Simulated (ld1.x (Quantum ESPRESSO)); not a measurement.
# Transferability test, PAW potential for nitrogen

- Element: nitrogen
- Generator: ld1.x (Quantum ESPRESSO) 7.5
- Type: PAW
- Functional: PBE
- Relativity: non-relativistic
- Frozen core: [He]
- Valence charge: 5
- Reference configuration: 2s2 2p3
- Partial waves: 2s (bound): rcut 1.00, rcutus 1.15 bohr; 2s channel at 0.2 Ry: rcut 1.00, rcutus 1.15 bohr; 2p (bound): rcut 1.95, rcutus 2.40 bohr; 2p channel at 2 Ry: rcut 1.95, rcutus 2.40 bohr; 3d channel at -0.15 Ry: rcut 1.40, rcutus 1.90 bohr
- Local potential: all-electron potential smoothed inside 2.35 bohr (lloc = -1)
- Core correction: Bessel-smoothed model core inside 0.55 bohr
- Augmentation charge: PSQ, inside the norm-conserving radii

Energies are relative to the spin-unpolarised reference configuration 2s2 2p3; without spin polarisation the order of configurations can differ from experiment.

```
valence configuration  charge  ΔE all-electron (eV)  error AE − PS (meV)
              2s2 2p2      +1                13.597                 +5.0
              2s2 2p0      +3                89.541                 +344
            2s2 2p3.3    -0.3                -1.620                 -0.4
              2s1 2p0      +4               167.310                 +509
              2s0 2p5       0                22.981                 -2.2
              2s1 2p4       0                11.477                 -0.4
```

(1) What are ΔE and the potential's error for 2s2 2p1?

Levels in the configuration 2s2 2p1:

```tsv
level	all-electron (eV)	pseudo (eV)
2s	-49.125	-49.091
2p	-37.515	-37.407
```

Answers

(1) ΔE = 42.456 eV all-electron; the error (AE − PS) is +55 meV.
